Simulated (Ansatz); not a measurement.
Total energies of the cluster AlGaAs₂ (the lowest singlet isomer of a short search) from Ansatz at PBE0-D4/def2-TZVP, gas phase (1 Eh = 27.2114 eV = 2625.5 kJ/mol). The reference geometry is relaxed at r2SCAN-D4/def2-SVP.

```tsv
atom	x (Å)	y (Å)	z (Å)
Al1	-1.295	0.902	-1.764
Ga2	1.298	-0.909	1.786
As3	-0.295	-1.054	-0.336
As4	0.292	1.061	0.314
```

```
                 state                       geometry  energy (Eh)
      charge 0 singlet                      reference  -6638.19690
      charge 1 doublet                      reference  -6637.93247
      charge 0 triplet  relaxed at r2SCAN-D4/def2-SVP  -6638.18322
      charge 0 quintet  relaxed at r2SCAN-D4/def2-SVP  -6638.12644
free Al atom (doublet)                              –   -242.24894
free Ga atom (doublet)                              –  -1924.55212
free As atom (quartet)                              –  -2235.53903
```

Question: Work out the vertical ionisation energy to the doublet.

Answer: E(charge 1 doublet) − E(charge 0 singlet) = -6637.93247 − (-6638.19690) = 0.26443 Eh = 7.20 eV. For comparison, −ε of the highest occupied level is 5.59 eV at this level, 1.61 eV less.

Question: Which of the charge 0 states is lowest, and how far above it are the others?

Answer: The singlet. triplet: -6638.18322 − (-6638.19690) = 0.01368 Eh = 35.9 kJ/mol; quintet: -6638.12644 − (-6638.19690) = 0.07046 Eh = 185.0 kJ/mol. The quintet differs in its bonds from the reference.

Question: What is the binding energy per atom against free atoms?

Answer: Atoms: 1 × (-242.24894) + 1 × (-1924.55212) + 2 × (-2235.53903) = -6637.87912 Eh. Binding: -6637.87912 − (-6638.19690) = 0.31778 Eh = 8.65 eV, or 2.16 eV for each of 4 atoms (no zero-point energy, no counterpoise term).

The structure comes from a short search, and lower isomers may exist.
